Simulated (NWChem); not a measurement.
[PH2][AlH2] (AlPH₄), optimised at PBE0/def2-SVP with NWChem:

| Property | Result |
|---|---|
| highest occupied level (eV) | -7.21 |
| orbital gap (eV) | 5.54 |
| dipole (D) | 0.93 |
| highest harmonic frequency (cm⁻¹) | 2426 |
| zero-point energy (kcal/mol) | 18.9 |

Question: One P atom is replaced by As, giving [AsH2][AlH2] (AlAsH4), optimised at the same level. How do these values move?

Answer: 
```tsv
quantity	new value	change
highest occupied level (eV)	-7.15	+0.06
orbital gap (eV)	5.42	-0.12
dipole (D)	0.59	-0.34
highest harmonic frequency (cm⁻¹)	2227	-199
zero-point energy (kcal/mol)	17.9	-1.0
```
